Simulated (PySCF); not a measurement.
C₈H₁₁ (doublet state).
Structure used (GFN2-xTB), in Å, numbered top down from 1:
```xyz
19
C8H11 angstrom
C      2.4786   -1.3541   -0.0434
C      1.9032   -0.1999   -0.3415
C      0.5299    0.1943    0.0091
C     -0.0456    1.4001   -0.5442
C     -1.5305    1.3487   -0.5463
C     -1.8858   -0.1416   -0.3646
C     -0.6304   -0.7951    0.1722
C     -0.0301   -0.2026    1.3917
H      1.9695   -2.1307    0.5027
H      3.4895   -1.5722   -0.3404
H      2.4544    0.5450   -0.9011
H      0.5234    2.1984   -0.9772
H     -1.9537    1.9475    0.2728
H     -1.9501    1.7584   -1.4693
H     -2.7327   -0.2803    0.3096
H     -2.1447   -0.5882   -1.3262
H     -0.4782   -1.8444   -0.0344
H      0.6055   -0.8222    2.0054
H     -0.5819    0.5483    1.9356
```

The hyperfine couplings belong to this conformer and change with its torsions.

As a line formula: `C=C[C@@]12[CH]CC[C@@H]1C2` [radical].

Theory: UKS B3LYP, pcH-1 on C H, non-relativistic, mean-field spin-orbit, GIAO in PySCF 2.14.0. One conformer (not necessarily the lowest) at the GFN2-xTB geometry, without solvent, vibrations or thermal averaging. The geometry wasn't refined by DFT: couplings that depend on bond lengths, twists or pyramidal angles can differ widely from those at the functional's own minimum. The SCF solution wasn't tested for stability.

Q: What is the g tensor, term by term?

A: 
| Δg (ppm) | 1 | 2 | 3 |
| --- | --- | --- | --- |
| relativistic mass correction | -149 | -149 | -149 |
| gauge correction | 8 | 28 | 26 |
| orbital Zeeman/spin–orbit | 26 | 623 | 743 |
| total | -115 | 502 | 620 |

So g = 2.00220, 2.00282, 2.00294 and g_iso = 2.00265; the tensor is rhombic: the two nearest values differ by 16 % of g3 − g1. Axes: g2 points within 12° of the C4–C5 bond.

Q: At 9.526 GHz, how far is the centre of the isotropic spectrum from where a free electron (g = 2.002319) resonates?

A: B = hν/(g μB) with μB/h = 13.99624 MHz/mT gives 339.91 mT for the free electron and 339.85 mT at g_iso, 0.06 mT lower.

Q: Average each term over the three axes. Which is largest in size?

A: The orbital-Zeeman/spin–orbit term 464, the mass correction -149 and the gauge correction 21 ppm, for a total of 336 ppm. The orbital-Zeeman/spin–orbit term is the largest in size. The mass correction is the same along every axis, so the anisotropy comes from the other two: their spans along these axes are 20 (gauge) and 717 ppm (orbital Zeeman/spin–orbit).

Q: What are the electron Larmor frequencies g μB B/h along the three axes at 340 mT?

A: 9.5279, 9.5309, 9.5314 GHz for g1, g2 and g3, a range of 3.5 MHz.

Q: In a frozen sample, at which fields do the three g values resonate at 9.5, 34, 94 and 263 GHz (hyperfine left aside), and which band first spreads them over more than twice a line width of 0.5 mT?

A: 
| band | GHz | B(g3) mT | B(g2) mT | B(g1) mT | spread mT |
| --- | --- | --- | --- | --- | --- |
| X | 9.5 | 338.88 | 338.90 | 339.00 | 0.12 |
| Q | 34.0 | 1212.83 | 1212.90 | 1213.27 | 0.45 |
| W | 94.0 | 3353.12 | 3353.31 | 3354.35 | 1.23 |
| J | 263.0 | 9381.59 | 9382.14 | 9385.03 | 3.44 |

The spread grows in proportion to the frequency. W band is the first where it exceeds 1.0 mT.

Largest spin populations (Mulliken): C4 (+0.98), C8 (+0.10), C3 (-0.09) and C5 (-0.08). No atom but C4 exceeds +0.15. The angles at C4 add up to 359.8°, so it is planar; its axial dipolar tensor and the negative coupling of its proton fit spin in a p orbital normal to that plane.

The HOMO–LUMO gaps are 4.66 eV among the α and 5.41 eV among the β orbitals.
